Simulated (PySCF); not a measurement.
## A search over the determinants of ZnS

Unrestricted PBE0; basis Zn def2-SVP, S def2-SVP; no relativity; PySCF 2.14. Outer shells of the fragments: Zn 3d10 4s2; S 3s2 3p4.

Followed along the bond (rough minima from three points):

```csv
2Ms+1,unpaired,⟨S²⟩ at the start,R at minimum (Å),Te (eV)
1,none,0.00,2.06,0.00
3,"σ ↑, π ↑",2.01,2.27,0.10
1,"σ ↓, π ↑",1.01,2.26,0.20
```

Solutions found at the starting distance of 2.175 Å, counted from the lowest of them; the search is not exhaustive and high or unbound solutions are not listed, so other states can lie among these:

| 2Ms+1 | unpaired | term | E (eV) | ⟨S²⟩ | ⟨Lz²⟩ | μ (D) |
| --- | --- | --- | --- | --- | --- | --- |
| 1 | none | ¹Σ⁺ | 0.00 | 0.00 | 0.00 | -5.99 |
| 3 | σ ↑, π ↑ | ³Π | 0.02 | 2.01 | 1.01 | -2.25 |
| 1 | σ ↓, π ↑ | mixed | 0.13 | 1.01 | 1.01 | -2.34 |
| 3 | σ ↑↑ | ³Σ⁺ | 2.05 | 2.01 | 0.00 | -3.31 |
| 3 | π ↑↑ | ³Σ⁻ | 2.81 | 2.01 | 0.00 | 3.95 |
| 1 | π ↑↓ | mixed | 3.24 | 1.01 | 2.02 | 3.92 |
| 1 | none | mixed | 4.61 | 0.00 | 2.00 | 3.80 |
| 3 | π ↑↑ | mixed | 4.62 | 2.03 | 2.01 | -3.37 |
| 1 | π ↑↓ | mixed | 4.81 | 1.07 | 2.01 | -3.31 |
| 3 | π ↑↑ | mixed | 4.84 | 2.03 | 2.01 | -3.44 |

A term symbol is given only where ⟨S²⟩ and ⟨Lz²⟩ are close to those of a pure state; real π, δ and φ orbitals otherwise mix terms. A positive dipole means Zn(−)S(+).

Question: Compare the gap between the two lowest followed solutions at the starting distance with the gap between their minima.

Answer: At PBE0 the second solution (triplet, unpaired electrons σ ↑, π ↑) lies +0.02 eV from the first (singlet, closed shell) at 2.175 Å and +0.10 eV at the minima; the two curves relax by different amounts, since their minima lie near 2.27 and 2.06 Å.

Counting both spins, an empty level lies below a filled one in some of these solutions, because spin and occupation are held.
